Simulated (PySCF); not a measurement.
Vertical excitations of a molecule CH₆ClFOSi₂ from TDA-M06-2X/def2-SVPD in PySCF 2.14.0, as energy in eV (oscillator strength): 6.36 (0.001), 6.87 (0.020), 7.21 (0.029), 7.83 (0.006), 7.95 (0.065), 7.96 (0.148), 8.10 (0.003), 8.18 (0.009), 8.45 (0.016), 8.48 (0.033). Lowest triplet (TDA): 5.95 eV. The structure is a stationary point at B3LYP-D3(BJ)/def2-SVP. The values are those of a single conformer.

### Question
Pick the molecule that these values belong to.
(A) C[SiH2][Si@](O)(F)Cl
(B) O[Si@H](Cl)[SiH2]CF
(C) O[C@H]([SiH3])[Si@@H](F)Cl
(D) CO[SiH2][Si@H](F)Cl

### Answer
C, O[C@H]([SiH3])[Si@@H](F)Cl
